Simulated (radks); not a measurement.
Results of a calculation; reference values are marked as such.
Ionisation of neutral fluorine, [He] 2s2 2p5, to [He] 2s2 2p4 as the strength of local exchange is varied. Code: a radial shooting solver on a logarithmic mesh with Libxc functionals. Model: scalar-relativistic Kohn-Sham, Slater X-alpha exchange (alpha = 2/3 is LDA exchange), no correlation, spin-polarised, spherical densities, finite nucleus; open shells are filled with parallel spins first; Fermi nuclear charge, rms radius 2.8976 fm.

alpha  E(F) (hartree)  exchange (hartree)  IE (eV)  -e of the level emptied (eV)  <r> of it (bohr)
0.583       -97.44459            -7.77311   15.004                    7.750 (2p)             1.171
0.667       -98.57049            -8.98629   16.253                    8.864 (2p)             1.144
0.802      -100.40451           -10.98426   18.368                   10.789 (2p)             1.104
0.821      -100.66505           -11.27021   18.676                   11.073 (2p)             1.098
0.845      -100.99500           -11.63309   19.070                   11.436 (2p)             1.092
1.009      -103.27501           -14.16255   21.866                   14.047 (2p)             1.049

NIST Atomic Spectra Database: 17.423 eV (measured). The Delta-SCF value meets it near alpha = 0.74. Open shells are spherical and high-spin; term and fine-structure splittings are not resolved.
